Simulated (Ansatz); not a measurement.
C₃H₁₀BN (`CBN(C)C`), relaxed with RKS PBE-D4/def2-SVP in the Gaussian-basis code of Ansatz from a rough embedded geometry. The force threshold is 0.03 eV/Å; the program also tests the step.

Total charge 0; spin multiplicity 1.

Start:

```xyz
15

C     0.569    1.178   -1.461
B    -0.333    1.116   -0.214
N    -0.723   -0.190    0.450
C    -0.163   -0.314    1.852
C    -0.359   -1.382   -0.306
H     0.721    2.240   -1.815
H     1.537    0.692   -1.320
H     0.024    0.648   -2.354
H    -0.663    2.090    0.270
H    -0.440    0.563    2.435
H     1.017   -0.275    1.739
H    -0.436   -1.227    2.342
H    -0.833   -1.351   -1.364
H     0.776   -1.473   -0.462
H    -0.695   -2.314    0.206
```

**Question.** By how much does the energy fall, and how many steps does the optimiser take? (Estimate.)

**Answer.** The calculation gave: 1.26 eV, in 24 steps, 3 of them rejected.

**Question.** Which bonds change most? (Estimate.)

**Answer.** Ansatz gave: B2–N3 from 1.516 to 1.411 Å; B2–H9 from 1.137 to 1.224 Å; C4–H11 from 1.186 to 1.114 Å; C1–H8 from 1.173 to 1.109 Å.

**Question.** Give the relaxed structure. (Estimate.)

**Answer.** Computed: 
```xyz
15

C     0.289    1.293   -1.726
B     0.117    1.056   -0.175
N    -0.063   -0.195    0.451
C    -0.212   -0.326    1.892
C    -0.123   -1.475   -0.237
H    -0.472    2.025   -2.078
H     1.269    1.784   -1.917
H     0.227    0.400   -2.380
H     0.143    2.022    0.577
H    -0.163    0.670    2.367
H     0.591   -0.967    2.325
H    -1.185   -0.799    2.157
H    -0.012   -1.341   -1.327
H     0.685   -2.157    0.115
H    -1.091   -1.990   -0.044
```
